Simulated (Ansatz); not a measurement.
Ansatz (a quantum-chemistry and plane-wave program) input (HF/6-31G*):

Ansatz 0.2 input:
```yaml
crystal:
  periodic: [false, false, false]
  atoms:
    - {symbol: F, position_ang: [0.92360677, 0.19685813, -1.42917772]}
    - {symbol: Si, position_ang: [1.48646951, 0.41341925, 0.14496902]}
    - {symbol: C, position_ang: [-0.29115094, 0.41005614, 1.03200058]}
    - {symbol: Si, position_ang: [-1.58934879, -0.55655737, 0.10463316]}
    - {symbol: H, position_ang: [1.77075338, -1.07196460, 0.46245666]}
    - {symbol: H, position_ang: [-0.64870938, 1.43070316, 1.17311175]}
    - {symbol: H, position_ang: [-0.16364679, -0.01355424, 2.03025053]}
    - {symbol: H, position_ang: [-1.16073439, -1.92071939, -0.28749634]}
    - {symbol: H, position_ang: [-2.83866628, -0.78348605, 0.91216188]}
    - {symbol: H, position_ang: [-2.08424187, 0.13089496, -1.11431912]}
basis:
  gaussian:
    orbitals: 6-31G*
hamiltonian:
  xc: {name: HF}
total_charge: -1
phonons: {temperatures: {t_min: 298.15, t_max: 298.15, t_step: 100}}
```

Output:

```
Functional definition: HF
integrals: 0.03 GiB planned
853 factors; integrals over basis functions are off by at most 7.0e-4 eV
mean field: 0.21 GiB planned
mean field evaluation 1: about -19554.2180 eV, gradient 1.8e1 eV
mean field evaluation 2: about -19554.2930 eV, gradient 1.9e1 eV
mean field evaluation 4: about -19555.7104 eV, gradient 1.9e0 eV
mean field evaluation 8: about -19555.7234 eV, gradient 1.2e-1 eV
mean field -19555.72353017 eV, -718.6595843884 hartree, gradient 2.8e-5 eV, S^2 0.000000; 0 other end points of the search recorded, 0 dependent functions left out
the calculation of the forces begins
reference -19555.72353017 eV, -718.6595843884 hartree; 25, 25 occupied and 55, 55 virtual orbitals, 853 factors
these checks for a lower state are left out or cut short: stability, starts, cluster_reference, orbital_swaps, neighbouring_geometries, increment
integrals: 0.03 GiB planned
853 factors; integrals over basis functions are off by at most 7.0e-4 eV
mean field: 0.21 GiB planned
mean field evaluation 16: about -19555.7235 eV, gradient 9.8e-5 eV
mean field -19555.72351679 eV, -718.6595838967 hartree, gradient 2.7e-6 eV, S^2 0.000000; 0 other end points of the search recorded, 0 dependent functions left out
the calculation of the forces begins
reference -19555.72351679 eV, -718.6595838967 hartree; 25, 25 occupied and 55, 55 virtual orbitals, 853 factors
these checks for a lower state are left out or cut short: stability, starts, cluster_reference, orbital_swaps, neighbouring_geometries, increment
integrals: 0.03 GiB planned
853 factors; integrals over basis functions are off by at most 7.0e-4 eV
mean field: 0.21 GiB planned
mean field -19555.72351687 eV, -718.6595838994 hartree, gradient 2.2e-6 eV, S^2 0.000000; 0 other end points of the search recorded, 0 dependent functions left out
the calculation of the forces begins
reference -19555.72351687 eV, -718.6595838994 hartree; 25, 25 occupied and 55, 55 virtual orbitals, 853 factors
these checks for a lower state are left out or cut short: stability, starts, cluster_reference, orbital_swaps, neighbouring_geometries, increment
integrals: 0.03 GiB planned
853 factors; integrals over basis functions are off by at most 7.0e-4 eV
mean field: 0.21 GiB planned
mean field -19555.72352194 eV, -718.6595840859 hartree, gradient 2.6e-6 eV, S^2 0.000000; 0 other end points of the search recorded, 0 dependent functions left out
the calculation of the forces begins
reference -19555.72352194 eV, -718.6595840859 hartree; 25, 25 occupied and 55, 55 virtual orbitals, 853 factors
these checks for a lower state are left out or cut short: stability, starts, cluster_reference, orbital_swaps, neighbouring_geometries, increment
integrals: 0.03 GiB planned
853 factors; integrals over basis functions are off by at most 7.0e-4 eV
mean field: 0.21 GiB planned
mean field evaluation 32: about -19555.7235 eV, gradient 6.2e-2 eV
mean field -19555.72352330 eV, -718.6595841358 hartree, gradient 1.6e-6 eV, S^2 0.000000; 0 other end points of the search recorded, 0 dependent functions left out
the calculation of the forces begins
reference -19555.72352330 eV, -718.6595841358 hartree; 25, 25 occupied and 55, 55 virtual orbitals, 853 factors
these checks for a lower state are left out or cut short: stability, starts, cluster_reference, orbital_swaps, neighbouring_geometries, increment
integrals: 0.03 GiB planned
853 factors; integrals over basis functions are off by at most 7.0e-4 eV
mean field: 0.21 GiB planned
mean field -19555.72346010 eV, -718.6595818133 hartree, gradient 2.8e-6 eV, S^2 0.000000; 0 other end points of the search recorded, 0 dependent functions left out
the calculation of the forces begins
reference -19555.72346010 eV, -718.6595818133 hartree; 25, 25 occupied and 55, 55 virtual orbitals, 853 factors
these checks for a lower state are left out or cut short: stability, starts, cluster_reference, orbital_swaps, neighbouring_geometries, increment
integrals: 0.03 GiB planned
853 factors; integrals over basis functions are off by at most 7.0e-4 eV
mean field: 0.21 GiB planned
mean field -19555.72346387 eV, -718.6595819518 hartree, gradient 2.8e-6 eV, S^2 0.000000; 0 other end points of the search recorded, 0 dependent functions left out
the calculation of the forces begins
reference -19555.72346387 eV, -718.6595819518 hartree; 25, 25 occupied and 55, 55 virtual orbitals, 853 factors
these checks for a lower state are left out or cut short: stability, starts, cluster_reference, orbital_swaps, neighbouring_geometries, increment
integrals: 0.03 GiB planned
853 factors; integrals over basis functions are off by at most 7.0e-4 eV
mean field: 0.21 GiB planned
mean field -19555.72346305 eV, -718.6595819216 hartree, gradient 1.1e-6 eV, S^2 0.000000; 0 other end points of the search recorded, 0 dependent functions left out
[...]
reference -19555.72351953 eV, -718.6595839973 hartree; 25, 25 occupied and 55, 55 virtual orbitals, 853 factors
these checks for a lower state are left out or cut short: stability, starts, cluster_reference, orbital_swaps, neighbouring_geometries, increment
integrals: 0.03 GiB planned
853 factors; integrals over basis functions are off by at most 7.0e-4 eV
mean field: 0.21 GiB planned
mean field -19555.72349131 eV, -718.6595829603 hartree, gradient 1.0e-6 eV, S^2 0.000000; 0 other end points of the search recorded, 0 dependent functions left out
the calculation of the forces begins
reference -19555.72349131 eV, -718.6595829603 hartree; 25, 25 occupied and 55, 55 virtual orbitals, 853 factors
these checks for a lower state are left out or cut short: stability, starts, cluster_reference, orbital_swaps, neighbouring_geometries, increment
integrals: 0.03 GiB planned
853 factors; integrals over basis functions are off by at most 7.0e-4 eV
mean field: 0.21 GiB planned
mean field -19555.72348988 eV, -718.6595829077 hartree, gradient 1.0e-6 eV, S^2 0.000000; 0 other end points of the search recorded, 0 dependent functions left out
the calculation of the forces begins
reference -19555.72348988 eV, -718.6595829077 hartree; 25, 25 occupied and 55, 55 virtual orbitals, 853 factors
these checks for a lower state are left out or cut short: stability, starts, cluster_reference, orbital_swaps, neighbouring_geometries, increment
integrals: 0.03 GiB planned
853 factors; integrals over basis functions are off by at most 7.0e-4 eV
mean field: 0.21 GiB planned
mean field -19555.72352000 eV, -718.6595840147 hartree, gradient 1.9e-6 eV, S^2 0.000000; 0 other end points of the search recorded, 0 dependent functions left out
the calculation of the forces begins
reference -19555.72352000 eV, -718.6595840147 hartree; 25, 25 occupied and 55, 55 virtual orbitals, 853 factors
these checks for a lower state are left out or cut short: stability, starts, cluster_reference, orbital_swaps, neighbouring_geometries, increment
integrals: 0.03 GiB planned
853 factors; integrals over basis functions are off by at most 7.0e-4 eV
mean field: 0.21 GiB planned
mean field evaluation 320: about -19555.7235 eV, gradient 2.8e-2 eV
mean field -19555.72352239 eV, -718.6595841025 hartree, gradient 2.1e-6 eV, S^2 0.000000; 0 other end points of the search recorded, 0 dependent functions left out
the calculation of the forces begins
reference -19555.72352239 eV, -718.6595841025 hartree; 25, 25 occupied and 55, 55 virtual orbitals, 853 factors
these checks for a lower state are left out or cut short: stability, starts, cluster_reference, orbital_swaps, neighbouring_geometries, increment
integrals: 0.03 GiB planned
853 factors; integrals over basis functions are off by at most 7.0e-4 eV
mean field: 0.21 GiB planned
mean field -19555.72350854 eV, -718.6595835935 hartree, gradient 1.5e-6 eV, S^2 0.000000; 0 other end points of the search recorded, 0 dependent functions left out
the calculation of the forces begins
reference -19555.72350854 eV, -718.6595835935 hartree; 25, 25 occupied and 55, 55 virtual orbitals, 853 factors
these checks for a lower state are left out or cut short: stability, starts, cluster_reference, orbital_swaps, neighbouring_geometries, increment
integrals: 0.03 GiB planned
853 factors; integrals over basis functions are off by at most 7.0e-4 eV
mean field: 0.21 GiB planned
mean field -19555.72350801 eV, -718.6595835738 hartree, gradient 1.6e-6 eV, S^2 0.000000; 0 other end points of the search recorded, 0 dependent functions left out
the calculation of the forces begins
reference -19555.72350801 eV, -718.6595835738 hartree; 25, 25 occupied and 55, 55 virtual orbitals, 853 factors
these checks for a lower state are left out or cut short: stability, starts, cluster_reference, orbital_swaps, neighbouring_geometries, increment
integrals: 0.03 GiB planned
853 factors; integrals over basis functions are off by at most 7.0e-4 eV
mean field: 0.21 GiB planned
mean field -19555.72351676 eV, -718.6595838953 hartree, gradient 2.4e-6 eV, S^2 0.000000; 0 other end points of the search recorded, 0 dependent functions left out
the calculation of the forces begins
reference -19555.72351676 eV, -718.6595838953 hartree; 25, 25 occupied and 55, 55 virtual orbitals, 853 factors
these checks for a lower state are left out or cut short: stability, starts, cluster_reference, orbital_swaps, neighbouring_geometries, increment
integrals: 0.03 GiB planned
853 factors; integrals over basis functions are off by at most 7.0e-4 eV
mean field: 0.21 GiB planned
mean field -19555.72351635 eV, -718.6595838804 hartree, gradient 2.5e-6 eV, S^2 0.000000; 0 other end points of the search recorded, 0 dependent functions left out
the calculation of the forces begins
reference -19555.72351635 eV, -718.6595838804 hartree; 25, 25 occupied and 55, 55 virtual orbitals, 853 factors
these checks for a lower state are left out or cut short: stability, starts, cluster_reference, orbital_swaps, neighbouring_geometries, increment
integrals: 0.03 GiB planned
853 factors; integrals over basis functions are off by at most 7.0e-4 eV
mean field: 0.21 GiB planned
mean field evaluation 352: about -19555.7235 eV, gradient 4.2e-5 eV
mean field -19555.72351112 eV, -718.6595836881 hartree, gradient 2.5e-6 eV, S^2 0.000000; 0 other end points of the search recorded, 0 dependent functions left out
the calculation of the forces begins
reference -19555.72351112 eV, -718.6595836881 hartree; 25, 25 occupied and 55, 55 virtual orbitals, 853 factors
these checks for a lower state are left out or cut short: stability, starts, cluster_reference, orbital_swaps, neighbouring_geometries, increment
integrals: 0.03 GiB planned
853 factors; integrals over basis functions are off by at most 7.0e-4 eV
mean field: 0.21 GiB planned
mean field -19555.72351103 eV, -718.6595836850 hartree, gradient 2.5e-6 eV, S^2 0.000000; 0 other end points of the search recorded, 0 dependent functions left out
the calculation of the forces begins
reference -19555.72351103 eV, -718.6595836850 hartree; 25, 25 occupied and 55, 55 virtual orbitals, 853 factors
these checks for a lower state are left out or cut short: stability, starts, cluster_reference, orbital_swaps, neighbouring_geometries, increment
integrals: 0.03 GiB planned
853 factors; integrals over basis functions are off by at most 7.0e-4 eV
mean field: 0.21 GiB planned
mean field -19555.72348755 eV, -718.6595828221 hartree, gradient 3.0e-6 eV, S^2 0.000000; 0 other end points of the search recorded, 0 dependent functions left out
the calculation of the forces begins
reference -19555.72348755 eV, -718.6595828221 hartree; 25, 25 occupied and 55, 55 virtual orbitals, 853 factors
these checks for a lower state are left out or cut short: stability, starts, cluster_reference, orbital_swaps, neighbouring_geometries, increment
integrals: 0.03 GiB planned
853 factors; integrals over basis functions are off by at most 7.0e-4 eV
mean field: 0.21 GiB planned
mean field -19555.72348580 eV, -718.6595827577 hartree, gradient 2.9e-6 eV, S^2 0.000000; 0 other end points of the search recorded, 0 dependent functions left out
the calculation of the forces begins
reference -19555.72348580 eV, -718.6595827577 hartree; 25, 25 occupied and 55, 55 virtual orbitals, 853 factors
Total energy: -19555.72353017 eV, -718.6595843884 hartree
Atom 0 at     0.923607     0.196858    -1.429178 Å, force    -0.000020    -0.000276    -0.000641 eV/Å
Atom 1 at     1.486470     0.413419     0.144969 Å, force    -0.002967    -0.002431     0.002050 eV/Å
Atom 2 at    -0.291151     0.410056     1.032001 Å, force     0.002403     0.002073    -0.000651 eV/Å
Atom 3 at    -1.589349    -0.556557     0.104633 Å, force    -0.000998     0.000384    -0.000973 eV/Å
Atom 4 at     1.770753    -1.071965     0.462457 Å, force     0.001248     0.000397    -0.000580 eV/Å
Atom 5 at    -0.648709     1.430703     1.173112 Å, force    -0.000842     0.000239    -0.000032 eV/Å
Atom 6 at    -0.163647    -0.013554     2.030251 Å, force     0.000298    -0.000103     0.000555 eV/Å
Atom 7 at    -1.160734    -1.920719    -0.287496 Å, force     0.000477     0.000180    -0.000223 eV/Å
Atom 8 at    -2.838666    -0.783486     0.912162 Å, force     0.000327    -0.000482     0.000104 eV/Å
Atom 9 at    -2.084242     0.130895    -1.114319 Å, force     0.000076     0.000019     0.000392 eV/Å
Dipole moment:    -0.899230    -0.182384     0.186513 e Å
Vibrations: 89.39 139.13 189.49 316.32 530.62 536.08 694.43 707.51 745.89 784.34 880.84 937.23 1037.02 1065.10 1071.92 1086.55 1152.88 1558.59 1956.61 2196.59 2317.95 2336.81 3152.16 3188.44 cm⁻¹, zero-point energy 1.777432 eV
```

The blocks after the first are displaced geometries, from whose forces the wavenumbers follow.

The dipole moment of an ion depends on the origin.
